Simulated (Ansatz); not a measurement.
`C[SiH2]/N=C/F` + `[F][Cd][SH]` → `C[S][Cd][F]` + `F/C=N/[SiH3]`  (substitution at a C–Si bond)

Isolated molecules relaxed with PBE0-D4/def2-TZVP in Ansatz; ΔE leaves out vibrations. CCSD(T)/CBS adds triple-zeta CCSD(T) − MP2 to the extrapolated MP2 energy (def2 sets, frozen cores). Double bonds are as drawn, so ΔE can hold a change between cis and trans. Functionals use def2-TZVPP. Elements past krypton have def2 core potentials. For Cd outer-core shells are correlated without core-valence functions, which leaves a few kJ/mol of doubt a bond. One conformer a species, not always the lowest.

```json
{"level": "ωB97X-V", "ΔE (kJ/mol)": "72.8"}
{"level": "ωB97M-V", "ΔE (kJ/mol)": "76.1"}
{"level": "B2PLYP", "ΔE (kJ/mol)": "71.6"}
{"level": "PBE-QIDH", "ΔE (kJ/mol)": "75.0"}
{"level": "r2SCANh", "ΔE (kJ/mol)": "75.1"}
{"level": "BHLYP", "ΔE (kJ/mol)": "73.5"}
{"level": "LC-ωPBE", "ΔE (kJ/mol)": "76.6"}
{"level": "HF/def2-TZVPP", "ΔE (kJ/mol)": "73.0"}
```

What does CCSD(T)/CBS give? (Estimate.)

Computed: +74.1 kJ/mol. The listed levels differ from it by -1.3, 2.0, -2.5, 0.9, 1.0, -0.6, 2.5, -1.1 kJ/mol.

What do rigid-rotor, harmonic-oscillator terms from PBE0-D4/def2-TZVP frequencies (298.15 K, 1 bar) make of the CCSD(T)/CBS value? (Estimate.)

The calculation gave: ΔZPE = +3.1 kJ/mol, ΔH = +76.7 kJ/mol, ΔS = 3 J/(mol·K), ΔG = +75.8 kJ/mol.

Largest T1 diagnostic among the species: 0.016.

Leaving LDA and LC-ωPBE aside and taking each functional with its dispersion term where it has one, the values, not all of them listed here, spread over 12.5 kJ/mol, from BLYP-D4 to B97M-V. LDA lies +4.9 kJ/mol from PBE without D4. From BLYP to BHLYP (50 % exact exchange), in def2-TZVPP and without D4, ΔE moves by +7.6 kJ/mol. At CCSD(T), def2-SVP lies −4.0 kJ/mol from the extrapolated value and def2-TZVPP +0.2 kJ/mol.
